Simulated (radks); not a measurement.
Effect of the nuclear size on neutral erbium, [Xe] 4f12 6s2. Calculated with a radial shooting solver on a logarithmic mesh with Libxc functionals: Dirac Kohn-Sham, LDA (Slater exchange, Perdew-Wang correlation), spin-unpolarised, spherical densities, finite nucleus; open shells fill j = l - 1/2 first; Fermi nuclear charge, rms radius 5.2516 fm. The rms radius is varied about that value; shifts are against it.

rms radius (fm)  total energy shift (eV)  density at nucleus (e/bohr^3)  1s1/2 shift (meV)  2s1/2 shift (meV)  5s1/2 shift (meV)  5p1/2 shift (meV)  6s1/2 shift (meV)  4f7/2 shift (meV)  6p1/2 (empty) shift (meV)
4.5689                             -7.79                       9.05e+05              -3190               -426              -3.25              0.338             -0.130              0.577                      0.113
4.7527                             -5.77                      8.947e+05              -2360               -315              -2.41              0.251             -0.096              0.427                      0.084
5.2516                                 0                      8.693e+05              0.000              0.000              0.000              0.000              0.000              0.000                      0.000
5.6455                              4.84                      8.513e+05               1980                265               2.02             -0.210              0.081             -0.358                     -0.070
6.2967                              13.4                      8.247e+05               5490                732               5.58             -0.581              0.223             -0.991                     -0.194

Slopes of the eigenvalues against <r^2> in GHz/fm^2, as finite differences over the two radii next to the reference (eigenvalue slopes, not the field-shift constants of lines): 1s1/2 113000, 2s1/2 15100, 5s1/2 115, 5p1/2 -12.0, 6s1/2 4.61, 4f7/2 -20.5, 6p1/2 (empty) -4.01.
